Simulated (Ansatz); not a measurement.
Consider the formal loss of a carbene: `NBCCN` → `NBCN` + `[CH2]` (triplet).

Gas-phase electronic energies from Ansatz, PBE0-D4/def2-TZVP geometries. CCSD(T)/CBS adds triple-zeta CCSD(T) − MP2 to the extrapolated MP2 energy (def2 sets, frozen cores). This one scheme is used for every species. Functionals use def2-TZVPP. Triplets are unrestricted, without spin–orbit coupling. Each species was taken in one conformer, which may not be the lowest.

`NBCCN`:

Z-matrix (Å, degrees):
```
C
B 1 1.576
C 1 1.521 2 111.5
H 1 1.098 2 108.7 3 120.0
H 1 1.099 2 112.1 3 -123.4
N 2 1.391 1 122.2 3 134.7
H 2 1.202 1 120.2 3 -48.1
N 3 1.457 1 109.3 2 -57.1
H 3 1.095 1 109.0 2 60.2
H 3 1.101 1 110.5 2 177.3
H 6 1.005 2 123.1 1 178.7
H 6 1.006 2 123.2 1 -3.1
H 8 1.012 3 111.3 1 178.6
H 8 1.013 3 110.2 1 -62.9
```

`NBCN`:

Z-matrix (Å, degrees):
```
C
B 1 1.576
N 1 1.459 2 113.3
H 1 1.100 2 105.8 3 -118.0
H 1 1.105 2 110.1 3 129.0
N 2 1.391 1 120.9 3 -162.4
H 2 1.200 1 121.3 3 18.4
H 3 1.011 1 110.9 2 53.9
H 3 1.012 1 111.4 2 173.0
H 6 1.007 2 123.5 1 1.5
H 6 1.005 2 123.0 1 -177.1
```

`[CH2]` (triplet):

```xyz
3

C    -0.037    0.268   -0.055
H     0.395    0.103    0.919
H    -0.357   -0.370   -0.864
```

**Question.** Is it downhill or uphill in electronic energy at CCSD(T)/CBS, and by how much? (Estimate.)

**Answer.** Computed: Uphill: ΔE = +449.9 kJ/mol.

**Question.** What do these levels give: PBE-D4, ωB97X-V, ωB97M-V, B2PLYP, PBE, SCS-MP2/def2-TZVPP, CCSD/def2-TZVPP, CCSD(T)/def2-TZVPP, HF/def2-QZVPP, MP2/def2-QZVPP, SCS-MP2/def2-QZVPP, CCSD/CBS(def2)? (An estimate is asked.)

**Answer.** The calculation gave: PBE-D4 453.8, ωB97X-V 459.6, ωB97M-V 451.7, B2PLYP 438.4, PBE 446.5, SCS-MP2/def2-TZVPP 453.4, CCSD/def2-TZVPP 428.4, CCSD(T)/def2-TZVPP 439.9, HF/def2-QZVPP 301.0, MP2/def2-QZVPP 459.3, SCS-MP2/def2-QZVPP 460.3, CCSD/CBS(def2) 438.4 kJ/mol.

Largest T1 diagnostic among the species: 0.011.

From PBE to PBE0 (25 % exact exchange), in def2-TZVPP and without D4, ΔE moves by −6.7 kJ/mol. In def2-TZVPP, CCSD(T) changes the Hartree–Fock value by +138.7 kJ/mol (the triples alone add +11.5 kJ/mol) and MP2 by +152.5 kJ/mol.
